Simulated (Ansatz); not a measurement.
Computed with Ansatz on PBE0-D4/def2-TZVP structures; ΔE is electronic, products minus reactants. CCSD(T)/CBS is the MP2 limit (def2-TZVPP, def2-QZVPP) plus CCSD(T) − MP2 in def2-TZVPP, frozen cores. DFT in def2-TZVPP. B3LYP here is the variant with VWN-RPA as its local correlation; programs differ in this. Elements past krypton have def2 core potentials. For Ge, Sn outer-core shells are correlated without core-valence functions, which leaves a few kJ/mol of doubt a bond. Scalar relativity is left out up to krypton. Each species was taken in one conformer, which may not be the lowest.

Reaction (cleavage of the Si–Ge bond): `[F][Ge]([SiH3])([SH])[Cl]` + `[OH][SnH2][OH]` → `[OH][SnH2][O][SiH3]` + `[F][GeH]([SH])[Cl]`

`[F][Ge]([SiH3])([SH])[Cl]`:

Z-matrix (Å, degrees):
```
Ge
Si 1 2.385
S 1 2.205 2 117.8
F 1 1.740 2 107.7 3 122.6
Cl 1 2.143 2 111.9 3 -121.8
H 2 1.482 1 107.5 3 63.9
H 2 1.484 1 107.6 3 -55.3
H 2 1.482 1 108.5 3 -175.6
H 3 1.345 1 92.6 2 54.2
```

`[OH][SnH2][OH]`:

Z-matrix (Å, degrees):
```
Sn
O 1 1.962
O 1 1.962 2 107.3
H 1 1.699 2 111.7 3 112.8
H 1 1.700 2 103.5 3 -118.2
H 2 0.960 1 113.3 3 -61.0
H 3 0.960 1 113.3 2 -60.9
```

`[OH][SnH2][O][SiH3]`:

Cartesian coordinates in Å:
```
O 1.467 1.550 0.922
Sn 1.278 -0.393 0.795
O -0.550 -0.726 0.186
Si -1.479 -0.215 -1.053
H 0.904 1.952 1.587
H 1.352 -1.133 2.323
H 2.369 -0.858 -0.417
H -2.190 1.047 -0.708
H -2.489 -1.261 -1.361
H -0.660 0.035 -2.275
```

`[F][GeH]([SH])[Cl]`:

Z-matrix (Å, degrees):
```
Ge
S 1 2.189
Cl 1 2.132 2 111.4
F 1 1.729 2 109.6 3 114.7
H 1 1.526 2 112.0 3 -125.4
H 2 1.344 1 92.8 3 -46.4
```

| level | ΔE (eV) |
| --- | --- |
| B3LYP-D4 | -0.77 |
| r2SCAN | -0.77 |
| CCSD/def2-TZVPP | -0.90 |
| HF/def2-QZVPP | -1.17 |

Task: What does CCSD(T)/CBS give? (An estimate is asked.)

Result: The calculation gave: -0.83 eV. The listed levels differ from it by 0.06, 0.06, -0.07, -0.34 eV.

Largest T1 diagnostic among the species: 0.014.

From PBE to PBE0 (25 % exact exchange), in def2-TZVPP and without D4, ΔE moves by −0.12 eV. In def2-TZVPP, CCSD(T) changes the Hartree–Fock value by +0.28 eV (the triples alone add +0.04 eV) and MP2 by +0.25 eV.
